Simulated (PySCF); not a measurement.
Br2Ni, SMILES [Br][Ni-][Br] (connectivity only; charge and spin as stated), charge -1, multiplicity 2.

The structure is a stationary point at B3LYP-D3(BJ)/def2-SVPD. The spin state was assumed, not searched.

All values below come from PBE0/def2-TZVPD in PySCF.

Isolated molecule, no solvent.

| Quantity | Result |
|---|---|
| total energy | -6656.02316 hartree |
| point group | D∞h |
| α spin, highest occupied and lowest empty level | -2.18 and 3.44 eV |
| β spin, highest occupied and lowest empty level | -1.53 and 3.43 eV |
| dipole moment about the centre of nuclear charge | 0.00 D |
| ⟨S²⟩ | 0.756 (pure state 0.75) |
